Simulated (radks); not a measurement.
The promethium ion Pm34+, 27 electrons, occupied as [Ar] 3d9 (the NIST ground configuration). All-electron calculation, scalar-relativistic Kohn-Sham, PBE, spin-unpolarised, spherical densities, point nucleus. Program: a radial shooting solver on a logarithmic mesh with Libxc functionals.

Radial electron density D(r) = 4 pi r^2 rho(r):

r (bohr)  D(r) (e/bohr)
0.002461          14.18
0.002753          16.72
0.003079          19.63
0.003417          22.69
0.003821          26.38
0.004274          30.50
0.004743          34.70
0.005305          39.58
0.005934          44.80
0.006637          50.25
0.007364          55.41
0.008237          60.92
0.009213          66.18
0.01022           70.63
0.01143           74.72
0.01279           77.86
0.01431           79.84
0.01587           80.52
0.01775           80.02
0.01986           78.40
0.02204           76.19
0.02465           73.55
0.02757           71.33
0.03083           70.27
0.03421           70.91
0.03827           73.76
0.0428            78.85
0.0475            85.13
0.05312           92.54
0.05942           99.15
0.06646           103.3
0.07375           104.0
0.08249           100.6
0.09226           93.69
0.1024            85.64
0.1145            77.53
0.1281            72.31
0.1433            71.35
0.159             73.95
0.1778            78.47
0.1989            81.60
0.2207            80.60
0.2468            73.78
0.2761            61.53
0.3088            46.21
0.3426            31.95
0.3832            19.03
0.4286            9.887
0.4756            4.713
0.532             1.813
0.595            0.5817
0.6656           0.1527
0.7385          0.03619
0.826          0.006062

D(r) has 3 maxima, at r = 0.0160, 0.0714, 0.205 bohr, and minima at 0.0313, 0.139 bohr, inside which lie 1.97, 11.29 electrons.
